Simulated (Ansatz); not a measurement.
The inner images of a band of BH3O + BrH (7 atoms, charge 0, multiplicity 1) are given out of order.

All numbers below come from RKS BHLYP-D4/def2-SVP in Ansatz 0.2.0.

Image 0:

```xyz
7
Properties=species:S:1:pos:R:3
B -0.131 -0.484 -0.026
O -0.489 0.161 1.098
H -1.118 -0.303 1.647
H 0.655 0.064 -0.742
H -0.593 -1.565 -0.275
Br 0.730 3.238 1.851
H 0.194 1.945 1.587
```

Image 8:

```xyz
7
Properties=species:S:1:pos:R:3
B 0.007 0.367 0.052
O -0.161 -0.102 1.606
H -1.041 0.140 1.912
H 1.136 0.073 -0.218
H -0.892 -0.185 -0.513
Br -0.259 2.366 0.153
H 0.459 0.396 2.148
```

Problem. Put them in order from the first end to the last, with their energies above the first end.
A.
```xyz
7
Properties=species:S:1:pos:R:3
B -0.010 -0.229 0.190
O -0.140 -0.277 1.542
H -1.043 -0.301 1.851
H 1.103 -0.202 -0.243
H -0.982 -0.237 -0.510
Br 0.155 2.737 0.743
H 0.164 1.565 1.567
```
B.
```xyz
7
Properties=species:S:1:pos:R:3
B -0.051 -0.361 0.124
O -0.177 -0.291 1.463
H -1.074 -0.386 1.777
H 1.055 -0.260 -0.320
H -1.017 -0.509 -0.572
Br 0.217 3.073 1.034
H 0.297 1.790 1.634
```
C.
```xyz
7
Properties=species:S:1:pos:R:3
B -0.084 -0.425 0.053
O -0.234 -0.133 1.359
H -1.088 -0.362 1.721
H 0.972 -0.161 -0.443
H -0.986 -0.920 -0.564
Br 0.362 3.223 1.362
H 0.306 1.832 1.651
```
D.
```xyz
7
Properties=species:S:1:pos:R:3
B -0.110 -0.468 0.001
O -0.330 0.028 1.233
H -1.096 -0.329 1.680
H 0.837 -0.044 -0.594
H -0.849 -1.296 -0.456
Br 0.531 3.281 1.644
H 0.265 1.883 1.631
```
E.
```xyz
7
Properties=species:S:1:pos:R:3
B 0.025 0.356 0.057
O -0.095 -0.062 1.637
H -1.019 -0.145 1.884
H 1.108 -0.016 -0.284
H -0.945 -0.134 -0.449
Br -0.083 2.375 0.156
H 0.258 0.682 2.139
```
F.
```xyz
7
Properties=species:S:1:pos:R:3
B 0.027 0.002 0.155
O -0.096 -0.052 1.612
H -0.997 -0.216 1.899
H 1.132 -0.131 -0.254
H -0.964 -0.202 -0.474
Br 0.093 2.498 0.586
H 0.052 1.157 1.617
```
G.
```xyz
7
Properties=species:S:1:pos:R:3
B 0.038 0.253 0.088
O -0.071 -0.018 1.655
H -0.969 -0.250 1.905
H 1.114 -0.101 -0.285
H -0.958 -0.147 -0.446
Br 0.046 2.379 0.347
H 0.048 0.939 1.876
```

Solution. D (+0.2 kcal/mol), C (+0.9 kcal/mol), B (+1.8 kcal/mol), A (+5.9 kcal/mol), F (+23.6 kcal/mol), G (+9.7 kcal/mol), E (+4.8 kcal/mol).

The run took 7.4 min on 1 thread of Arm Neoverse V1, on a shared host, peak memory 0.16 GiB.
